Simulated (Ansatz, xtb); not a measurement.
Relative energy of two structures of CAlPS

Structure X is a singlet given by its coordinates and structure Y is a singlet given by its coordinates. Both are isolated molecules in the gas phase, relaxed with PBE0-D3(BJ)/pcseg-1.

X (Å):

```xyz
4

C     0.0000    0.0000   -1.0576
Al    0.0000    0.0000    0.8313
P     0.0000    0.0000   -2.6097
S     0.0000    0.0000    2.8360
```

Close contacts (Å): C1–Al2 1.89, C1–P3 1.55, Al2–S4 2.00.

Y (Å):

```xyz
4

C    -1.9418    3.5935   -0.3935
Al   -3.4041    2.8886    1.2125
P    -3.0319    3.0097   -1.4076
S    -1.2029    4.0080    1.0049
```

Close contacts (Å): C1–Al2 2.28, C1–P3 1.60, C1–S4 1.64, Al2–P3 2.65, Al2–S4 2.48.

Task: Estimate E(Y) − E(X) at the level CCSD(T)/def2-TZVPP.

Result: Too close to call at this level: CCSD(T)/def2-TZVPP gives E(Y) − E(X) = −1.16 kJ/mol.

The same difference at several levels:

```csv
level,geometry,E(Y) − E(X) (kJ/mol),departure from the last row (kJ/mol),"job, with rough time for the two"
PBE0-D3(BJ)/pcseg-1,PBE0-D3(BJ)/pcseg-1,−5.12,−3.96,"optimisation, 64 s"
HF/def2-TZVPP,PBE0-D3(BJ)/pcseg-1,+41.59,+42.75,part of the CCSD(T) run
MP2/def2-TZVPP,PBE0-D3(BJ)/pcseg-1,−10.79,−9.63,part of the CCSD(T) run
CCSD(T)/def2-TZVPP,PBE0-D3(BJ)/pcseg-1,−1.16,,"single point, 76 s"
```

The largest departure from CCSD(T)/def2-TZVPP is that of HF/def2-TZVPP, 42.75 kJ/mol. Levels run at GFN2-xTB geometries aren't shown.

With harmonic frequencies from PBE0-D3(BJ)/pcseg-1 (ideal gas, rigid rotor, one conformer each, 298.15 K, 1 atm): on the last row, ΔE + ΔZPE = −1.46, ΔH = −2.90, ΔG = −5.13 kJ/mol.

The correlated steps freeze 16 core orbitals. Codes used: Ansatz 0.2.0; the last row on 1 thread of Intel(R) Xeon(R) Processor @ 2.50GHz (Skylake/Cascade Lake) on a shared host.
